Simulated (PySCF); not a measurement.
C2H5NOSi. Atoms are numbered in the order given.

```xyz
10

C      2.3956    -0.7499     0.5464
C      1.2234    -0.4500     0.4093
Si    -0.5504     0.0157     0.2202
N     -1.0309    -0.7002    -1.2695
O     -0.7612     1.6672     0.2230
H      3.4301    -1.0138     0.6715
H     -1.3145    -0.4142     1.4143
H     -0.4429    -1.3874    -1.7281
H     -2.0033    -0.7785    -1.5478
H     -0.3715     2.1367    -0.5252
```
Charge 0, spin multiplicity 1.

The structure is a stationary point at B3LYP-D3(BJ)/def2-SVP. The structure was generated by enumeration; whether it is a known compound was not checked. One conformer was computed; it need not be the lowest.

The numbers are results of CAM-B3LYP/def2-TZVP run with PySCF, not measurements.

Gas-phase values at a fixed geometry.

* **total energy**: -498.72868 hartree
* **highest occupied level**: -9.10 eV
* **lowest empty level**: 0.94 eV
* **orbital gap**: 10.04 eV
* **dipole moment**: 2.25 D
* **quadrupole, principal values (traceless, Buckingham form, about the centre of nuclear charge)**: -6.17, -1.75, 7.92 D·Å
* **mean static polarisability**: 54.6 bohr³ (8.09 Å³)
* **polarisability, principal values**: 44.3, 47.6, 71.9 bohr³
